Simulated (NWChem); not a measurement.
Species: C₄H₇Cl; SMILES ClC1CCC1

```xyz
12

Cl    -0.0871    -1.7928     0.0000
C      0.4676    -0.0656     0.0000
C     -0.0819     0.8784    -1.0864
C     -0.1040     1.9922     0.0000
C     -0.0819     0.8784     1.0864
H      1.5585    -0.1058     0.0000
H      0.5293     1.0242    -1.9816
H     -1.0942     0.5891    -1.3826
H      0.8150     2.5863     0.0000
H     -0.9619     2.6699     0.0000
H      0.5293     1.0242     1.9816
H     -1.0942     0.5891     1.3826
```
Atoms are numbered in this order, from 1.

Computed with NWChem. Pople sets run with spherical d functions. All runs use the structure optimised with B3LYP/6-31G* (spherical d). Level M06-2X/6-31G*: energy and gradient on several grids; changes count from the extra-fine grid, which is no exact limit either.

```csv
grid,size of the energy change (μHa),largest change of a gradient component (μHa/bohr),"time, medium = 1 (rough)"
xcoarse,8000,5000,about 1
coarse,600,700,about 1
medium,100,60,about 1
fine,< 10,60,about 1
xfine,< 10,< 30,2
```
